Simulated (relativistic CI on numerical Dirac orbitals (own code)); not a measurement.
V3+: M2,3 absorption edge

Computed with this model: Dirac-Coulomb-Breit CI, KLI orbitals optimised for each configuration, a model potential for QED, multiplet model of core-to-valence dipole absorption, unscaled Slater integrals; configurations [Ar] 3d2 → [Ne] 3s2 3p5 3d3; 80 K; Lorentzian 0.8 eV and Gaussian 0.3 eV FWHM. Energies are those of the free ion, without screening or charge transfer. The branching ratio is the share of the lower-energy edge in the whole absorption, uncertain by about 0.02 where the edges overlap. S is read from ⟨S²⟩ = S(S + 1).

Field parameters in Wybourne normalisation: Oh B⁴₀ = 21Dq, B⁴₄ = √(5/14) B⁴₀. The field is a parameter set, without covalency.

Computed curve for Oh, 10Dq = 19700 cm⁻¹, scaled to 100 at the maximum (points under 2 are left out and the grid is thinned):

| Energy (eV) | Intensity |
| --- | --- |
| 40.0 | 2.0 |
| 40.4 | 2.6 |
| 40.8 | 2.4 |
| 41.2 | 2.3 |
| 41.6 | 2.9 |
| 42.0 | 4.4 |
| 42.4 | 3.7 |
| 42.8 | 3.4 |
| 43.1 | 4.0 |
| 43.5 | 5.0 |
| 43.9 | 4.7 |
| 44.3 | 4.0 |
| 44.7 | 4.1 |
| 45.1 | 4.8 |
| 45.5 | 6.0 |
| 45.9 | 8.3 |
| 46.3 | 9.7 |
| 46.7 | 7.9 |
| 47.1 | 6.2 |
| 47.5 | 5.5 |
| 47.9 | 6.6 |
| 48.3 | 10.3 |
| 48.7 | 20.2 |
| 49.0 | 34.8 |
| 49.4 | 54.9 |
| 49.8 | 58.0 |
| 50.2 | 39.1 |
| 50.6 | 22.3 |
| 51.0 | 16.6 |
| 51.4 | 11.9 |
| 51.8 | 7.4 |
| 52.2 | 6.0 |
| 52.6 | 5.9 |
| 53.0 | 6.3 |
| 53.4 | 8.4 |
| 53.8 | 14.6 |
| 54.2 | 24.1 |
| 54.5 | 24.5 |
| 54.9 | 28.1 |
| 55.3 | 49.4 |
| 55.7 | 82.6 |
| 56.1 | 95.5 |
| 56.5 | 54.0 |
| 56.9 | 35.3 |
| 57.3 | 20.5 |
| 57.7 | 11.1 |
| 58.1 | 7.4 |
| 58.5 | 6.0 |
| 58.9 | 6.0 |
| 59.3 | 8.0 |
| 59.7 | 14.9 |
| 60.1 | 25.8 |
| 60.4 | 24.9 |
| 60.8 | 18.6 |
| 61.2 | 9.0 |
| 61.6 | 4.9 |
| 62.0 | 3.7 |
| 62.4 | 4.0 |
| 62.8 | 3.5 |
| 63.2 | 2.0 |

The ground state has S = 1.00, and the centroid lies at 53.45 eV.
